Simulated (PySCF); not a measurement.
## Vertical excitation energies

C7H6O.
SMILES: `C1(=C)C(=C)C=C1C=O`

Computed with TDDFT CAM-B3LYP/def2-SVPD, vertical, gas phase, core orbitals frozen in the response in PySCF. Geometry: GFN2-xTB, one conformer, isolated molecule. Torsions of this conformer, `[CH2:1]=[C:2]1[CH:3]=[C:4]([CH:5]=[O:6])[C:7]1=[CH2:8]`: C3–C4–C5–O6 0°.

| state | E (eV) | ν̃ (cm⁻¹) | f | symmetry | main configurations (H = HOMO, L = LUMO) |
| --- | --- | --- | --- | --- | --- |
| S1 | 3.40 | 27450 | 0.0002 | – | H-2→L (92%) |
| S2 | 4.15 | 33490 | 0.125 | A′ | H→L (85%), H-1→L (13%) |
| S3 | 4.72 | 38040 | 0.218 | A′ | H-1→L (76%), H→L (12%), H→L+1 (10%) |
| S4 | 5.90 | 47570 | 0.357 | A′ | H→L+1 (74%), H-1→L+1 (12%), H-1→L (10%) |
| S5 | 6.21 | 50090 | 0.0000 | – | H-3→L (91%) |
| S6 | 6.49 | 52320 | 0.466 | A′ | H-1→L+1 (83%), H→L+1 (13%) |
| S7 | 6.54 | 52770 | 0.0005 | – | H-2→L+1 (48%), H-4→L (27%), H-2→L+4 (12%) |
| S8 | 6.72 | 54180 | 0.0000 | – | H-4→L (64%), H-2→L+1 (24%) |

Triplets (Tamm–Dancoff): T1 2.39 eV, H→L (88%); T2 2.89 eV, H-2→L (89%), H-2→L+4 (9%); T3 3.55 eV, H-1→L (63%), H→L+1 (24%).

The lowest singlet comes at 364 nm (328 kJ/mol) in the ultraviolet; it is dark (f under 0.0005); its leading configuration is HOMO-2→LUMO (92%). The most intense listed level is S6 at 6.49 eV (191 nm, f = 0.466), 3.08 eV above S1. Löwdin shares by element: HOMO carbon 62% or more (atoms not listed hold the other 38%); LUMO carbon 55% or more, oxygen 18% (atoms not listed hold the other 27%). The oscillator strengths of these states sum to 1.166; summed over the whole spectrum of an exact calculation they would give the number of electrons, 56 (Thomas–Reiche–Kuhn). The listed states span 3.32 eV, and the widest gap between neighbours is 1.18 eV (S3 to S4). Orbital energies (eV): HOMO-3 -11.37, HOMO-2 -9.21, HOMO-1 -9.00, HOMO -8.43, LUMO -1.60, LUMO+1 0.27, LUMO+2 1.22. No computed singlet lies in the visible range (380 to 750 nm); the lowest, at 364 nm, stands 0.14 eV above its violet end (3.26 eV); a Tamm–Dancoff triplet lies at 518 nm, without intensity as long as spin–orbit coupling is left out. Symmetry labels in Cs follow from the direction of the transition dipole and are given only for states with f of 0.002 or more. Only the lowest 8 singlets were computed, as vertical energies without vibronic structure.
